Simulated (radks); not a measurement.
Task: The mean radii <r> (bohr) of the occupied orbitals of an atom or ion are listed with their occupations. Calculated with a radial shooting solver on a logarithmic mesh with Libxc functionals: Dirac Kohn-Sham, PBE, spin-unpolarised, spherical densities, finite nucleus; Fermi nuclear charge, rms radius of each element as measured or else 0.836 A^(1/3) + 0.57 fm.

orbital  occ.      <r>
1s1/2       2  0.02905
2s1/2       2   0.1251
2p1/2       2   0.1058
2p3/2       4   0.1112
3s1/2       2   0.3390
3p1/2       2   0.3298
3p3/2       4   0.3410
3d3/2       4   0.3124
3d5/2       6   0.3160
4s1/2       2   0.8149
4p1/2       2   0.8596
4p3/2       4   0.8882
4d3/2       4    1.056
4d5/2       5    1.069
5s1/2       2    2.153
5p1/2       1    2.548
6s1/2       1    5.372

Name the element and its charge. Open shells, if any, fill j = l - 1/2 first.

Result: Z = 50, tin, charge +1: Sn+ in [Kr] 4d9 5s2 5p1 6s1. The 1s radius gives Z: for a bare nucleus <r> = (2 gamma + 1)/(2Z) with gamma = sqrt(1 - (Z/c)^2), 0.02862 bohr for Z = 50, and screening makes it slightly larger (0.02905 here). The occupations add up to 49, and the charge is Z minus that.
